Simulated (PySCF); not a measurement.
C5H5, SMILES C1=[C]C=CC1, multiplicity 2. Geometry optimised at PBE-D3(BJ)/def2-SVP. The isomer is the one that the SMILES or the coordinates give; other isomers of the formula were not compared. The values are those of a single conformer.

The numbers are results of PBE-D3(BJ)/def2-SVP in PySCF, not measurements.

Harmonic wavenumbers (cm⁻¹): 322, 506, 621, 669, 755, 761, 847, 899, 908, 947, 1026, 1049, 1072, 1159, 1200, 1305, 1321, 1511, 1570, 2958, 3000, 3142, 3167, 3171. Rotational constants (GHz): 9.363, 8.026, 4.443; symmetry number 1.

Task: Work out the zero-point energy and the ideal-gas rigid-rotor harmonic-oscillator thermochemistry at 298.15 K and 1 atm.

Result: ZPE = ½ Σ hcν = ½ × 33888 cm⁻¹ = 48.45 kcal/mol. H − E(el) = 51.72 kcal/mol. Entropy in cal/(mol K): translation 38.44, rotation 24.38, vibration 4.15, spin 1.38, total 68.35. G − E(el) = 31.35 kcal/mol. Cp = 17.98 cal/(mol K).
